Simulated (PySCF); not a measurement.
## Sn (tin, neutral) across methods

[Kr] 4d10 5s2 5p2, high-spin 3P determinant. Computed with PySCF 2.14 in aug-cc-pVQZ-DK3 (9s8p6d3f2g, 102 functions), with scalar relativity by spin-free X2C-1e. The B2PLYP total includes its PT2 part (frozen core); its orbital energies are those of the SCF part.

```csv
method,E (hartree),mean ε 5s α (eV),mean ε 5s β (eV),mean ε 5p α (eV),Σ⟨r²⟩ (bohr²),⟨S²⟩
UHF,-6173.52299,-15.613,-12.029,-7.265,61.40,2.012
r2SCAN,-6176.27,-11.330,-9.842,-4.407,60.28,2.005
BHandHLYP,-6176.25,-13.447,-11.492,-5.688,60.64,2.004
PBE0,-6175.92,-12.271,-10.602,-5.036,60.52,2.003
LDA,-6170.23,-11.136,-10.162,-4.176,60.55,2.001
PBE,-6175.85,-10.905,-9.787,-4.124,60.89,2.002
B3LYP,-6176.33,-11.978,-10.673,-4.738,60.78,2.002
```

Question: Estimate the same row for B2PLYP.

Answer: E (hartree) = -6175.57; mean ε 5s α (eV) = -13.468; mean ε 5s β (eV) = -11.307; mean ε 5p α (eV) = -5.719; Σ⟨r²⟩ (bohr²) = 60.93; ⟨S²⟩ = 2.005.
